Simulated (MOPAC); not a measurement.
MOPAC input (MNDO):

```
MNDO 1SCF UHF MS=0.5 GEO-OK AUX(PRECISION=9) THREADS=1
ClSe

Se   -0.00000000 1   -0.00000000 1   -0.71565625 1
Cl    0.00000000 1    0.00000000 1    1.43131250 1
```

Output:

```
 *******************************************************************************
 **                                                                           **
 **                              MOPAC v23.2.5                                **
 **                                                                           **
 *******************************************************************************
 ** MOPAC's Digital Object Identifier: https://doi.org/10.5281/zenodo.6511958 **
 **                                                                           **
 ** Please cite the open-source release paper for use of this MOPAC version:  **
 ** J. E. Moussa and J. J. P. Stewart (2026)                                  **
 ** MOPAC: An open-source semiempirical molecular orbital program             **
 ** J. Open Source Softw., 11(119), 8025, https://doi.org/10.21105/joss.08025 **
 *******************************************************************************

                              MNDO CALCULATION RESULTS

 *******************************************************************************
 *  MNDO       - The MNDO Hamiltonian to be used
 *  GEO-OK     - OVERRIDE INTERATOMIC DISTANCE AND OTHER SAFETY CHECKS
 *  UHF        - UNRESTRICTED HARTREE-FOCK CALCULATION
 *  MS=        - IN MECI, MAGNETIC COMPONENT OF SPIN =  0.5
 *  1SCF       - DO 1 SCF AND THEN STOP
 *  AUX        - OUTPUT AUXILIARY INFORMATION
 *******************************************************************************
MNDO 1SCF UHF MS=0.5 GEO-OK AUX(PRECISION=9) THREADS=1
 ClSe

   ATOM   CHEMICAL          X               Y               Z
  NUMBER   SYMBOL      (ANGSTROMS)     (ANGSTROMS)     (ANGSTROMS)

     1      Se         -0.00000000  *  -0.00000000  *  -0.71565625  *
     2      Cl          0.00000000  *   0.00000000  *   1.43131250  *

          CARTESIAN COORDINATES

    NO.       ATOM           X           Y           Z

     1        Se         -0.0000     -0.0000     -0.7157
     2        Cl          0.0000      0.0000      1.4313

 Cl: (MNDO): M.J.S.DEWAR, H.S.RZEPA, J. COMP. CHEM., 4, 158, (1983)
 Se: (MNDO): J. J. P. STEWART, J. MOL. MOD., 10, 155-164 (2004)

           Empirical Formula: Se Cl  =     2 atoms

      MOLECULAR POINT GROUP   :   C*v

          UHF CALCULATION, NO. OF ALPHA ELECTRONS =    7
                           NO. OF BETA  ELECTRONS =    6

 -------------------------------------------------------------------------------
 MNDO 1SCF UHF MS=0.5 GEO-OK AUX(PRECISION=9) THREADS=1
 ClSe

     1SCF WAS SPECIFIED, SO BFGS WAS NOT USED
     SCF FIELD WAS ACHIEVED

                              MNDO CALCULATION
                                                       MOPAC v23.2.5 Linux

          FINAL HEAT OF FORMATION =          6.00848 KCAL/MOL =      25.13949 KJ/MOL

          COSMO AREA              =         85.64 SQUARE ANGSTROMS
          COSMO VOLUME            =         69.80 CUBIC ANGSTROMS

          IONIZATION POTENTIAL    =          8.747726 EV
          ALPHA SOMO LUMO (EV)    =         -9.271 -2.208
          BETA  SOMO LUMO (EV)    =         -8.748 -3.149
          NO. OF ALPHA ELECTRONS  =          7
          NO. OF BETA  ELECTRONS  =          6
          MOLECULAR WEIGHT        =        114.4130         POINT GROUP:  C*v

          MOLECULAR DIMENSIONS (Angstroms)

            Atom       Atom       Distance
           Cl     2   Se     1     2.14697
           Cl     2   Se     1     0.00000
           Se     1   Cl     2     0.00000

          SCF CALCULATIONS        =          1

   ATOM   CHEMICAL          X               Y               Z
  NUMBER   SYMBOL      (ANGSTROMS)     (ANGSTROMS)     (ANGSTROMS)

     1      Se         -0.00000000  *  -0.00000000  *  -0.71565625  *
     2      Cl          0.00000000  *   0.00000000  *   1.43131250  *

                             CARTESIAN COORDINATES

   1   Se       -0.000000000    -0.000000000    -0.715656250
   2   Cl        0.000000000     0.000000000     1.431312500

           Empirical Formula: Se Cl  =     2 atoms

      MOLECULAR POINT GROUP   :   C*v

          ALPHA EIGENVALUES
 -25.74810 -19.56561 -15.42273 -13.72435 -13.47433 -10.24032  -9.27079  -2.20849

           BETA EIGENVALUES
 -25.63925 -19.01480 -15.35946 -13.40814 -13.14233  -8.74773  -3.14882  -1.86998

              NET ATOMIC CHARGES AND DIPOLE CONTRIBUTIONS

  ATOM NO.   TYPE          CHARGE      No. of ELECS.   s-Pop       p-Pop
    1         Se           0.201241        5.7988     1.99834     3.80042
    2         Cl          -0.201241        7.2012     1.98680     5.21444
 DIPOLE           X         Y         Z       TOTAL
 POINT-CHG.     0.000     0.000    -2.075     2.075
 HYBRID        -0.000     0.000    -0.081     0.081
 SUM           -0.000     0.000    -2.157     2.157

          ATOMIC ORBITAL ELECTRON POPULATIONS

     Atom    s        px        py        pz
    1 Se   1.99834   2.00000   1.08002   0.72040
    2 Cl   1.98680   2.00000   1.91998   1.29445

                    (SZ)    =    0.500000
                    (S**2)  =    0.752619

          ATOMIC ORBITAL SPIN POPULATIONS

    Atom   Total    s     px     py     pz
         Atomic
    1 Se  0.9683 -0.000  0.000  0.920  0.048
    2 Cl  0.0317  0.001  0.000  0.080 -0.049

 **********************
 *                    *
 * JOB ENDED NORMALLY *
 *                    *
 **********************

 == MOPAC DONE ==
```
